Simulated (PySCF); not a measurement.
**Electron correlation in W⁶¹⁺ (tungsten, charge +61)**

[Ne] 3s2 3p1, 2P determinant. Calculation: PySCF 2.14, in an even-tempered Gaussian basis (16 s from 16 bohr⁻², ratio 2.5; 10 p from 21 bohr⁻², ratio 2.5; 4 d from 81 bohr⁻², ratio 2.7; 4 f from 120 bohr⁻², ratio 2.7); the non-relativistic Hamiltonian (point nucleus). Frozen: 1s2; 11 electrons correlated; the 17 highest virtual orbitals of each spin left out.

```tsv
level	correlation energy (mhartree)
CCSD	-579.26
(T)	-1.70
CCSD(T)	-580.96
```

Diagnostics: T1 = 0.00078, D1 = 0.0034, largest double amplitude 0.084.

Question: Is a single reference adequate?

Answer: Mostly. T1 lies below 0.03, but a double amplitude of this size points to a near-degeneracy that CCSD handles and MP2 describes poorly.

At this charge a non-relativistic calculation is a model, useful for the Z dependence of the correlation energy.
